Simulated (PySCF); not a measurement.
# The potential of point charges around `C=CC(C=C)[SiH2]P`

Species: `C=CC(C=C)[SiH2]P`. Coordinates (GFN2-xTB, Å) and charges (e) from the PBE0/pcSseg-1 density (PySCF):

```csv
atom,x,y,z,Mulliken,IAO,Hirshfeld,ESP-fitted
C1,-0.542,-1.715,1.645,-0.1237,-0.3261,-0.1078,-0.6497
C2,0.114,-1.396,0.542,-0.1816,-0.1296,-0.0418,+0.0386
C3,0.451,-0.002,0.138,-0.4839,-0.3608,-0.1035,-0.1418
C4,1.765,0.104,-0.546,-0.1783,-0.1257,-0.0391,-0.1503
C5,2.656,1.052,-0.319,-0.1356,-0.3320,-0.1090,-0.4088
Si6,-0.929,0.590,-1.075,+0.4803,+0.5795,+0.2816,+0.3371
P7,-2.871,0.256,-0.014,-0.2184,-0.0970,-0.0180,-0.3384
H8,-0.789,-2.733,1.888,+0.1189,+0.1553,+0.0475,+0.2310
H9,-0.852,-0.966,2.357,+0.1066,+0.1413,+0.0417,+0.2559
H10,0.418,-2.167,-0.154,+0.1112,+0.1436,+0.0462,+0.1181
H11,0.433,0.652,1.014,+0.1515,+0.1483,+0.0459,+0.1645
H12,1.961,-0.659,-1.289,+0.1100,+0.1420,+0.0459,+0.1429
H13,3.589,1.099,-0.853,+0.1165,+0.1529,+0.0461,+0.1734
H14,2.488,1.823,0.415,+0.1065,+0.1432,+0.0439,+0.1689
H15,-0.940,-0.247,-2.280,-0.0421,-0.1105,-0.0771,-0.0517
H16,-0.643,1.975,-1.475,-0.0483,-0.1138,-0.0797,-0.1023
H17,-2.713,1.303,0.878,+0.0520,-0.0068,-0.0113,+0.0953
H18,-3.607,1.037,-0.886,+0.0584,-0.0036,-0.0118,+0.1174
```

Points outside the species (Å): A (1.6, -0.9, -8.9); B (-2.0, -1.1, -5.5); C (1.9, -0.9, 9.0); D (5.8, 3.3, 0.0).

Question: Find the potential V = 14.3996 V·Å × Σ q/r of each set of charges at these points.

Answer: In volts:

| point | nearest atom | distance (Å) | Mulliken | IAO | Hirshfeld | ESP-fitted |
| --- | --- | --- | --- | --- | --- | --- |
| A | H15 | 7.12 | +0.018 | +0.029 | +0.001 | +0.012 |
| B | H15 | 3.50 | +0.071 | +0.070 | -0.002 | +0.005 |
| C | H9 | 7.19 | -0.034 | -0.036 | -0.007 | -0.005 |
| D | H13 | 3.23 | +0.076 | +0.016 | -0.003 | +0.055 |

Question: How far are the other sets from the ESP-fitted one at these points?

Answer: Root-mean-square difference: Hirshfeld 0.030 V, Mulliken 0.037 V, IAO 0.042 V. The ESP scheme is a least-squares fit of atom-centred charges to the potential on four shells outside the van der Waals surface, with the total charge fixed.

Question: What energy would a point charge of +2 e have at D in the field of the ESP charges, leaving out polarisation?

Answer: +0.110 eV = +10.6 kJ/mol, a repulsion.

One conformer (not necessarily the lowest) at the GFN2-xTB geometry, without solvent, vibrations or thermal averaging.

Shape of the structure used: `[CH2:1]=[CH:2][CH:3]([CH:4]=[CH2:5])[SiH2:6][PH2:7]`: C1–C2–C3–C4 145°, C2–C3–C4–C5 -137°, C2–C3–Si6–P7 53°, H–P7–Si6–C3 73°, H–P7–Si6–C3 166°.
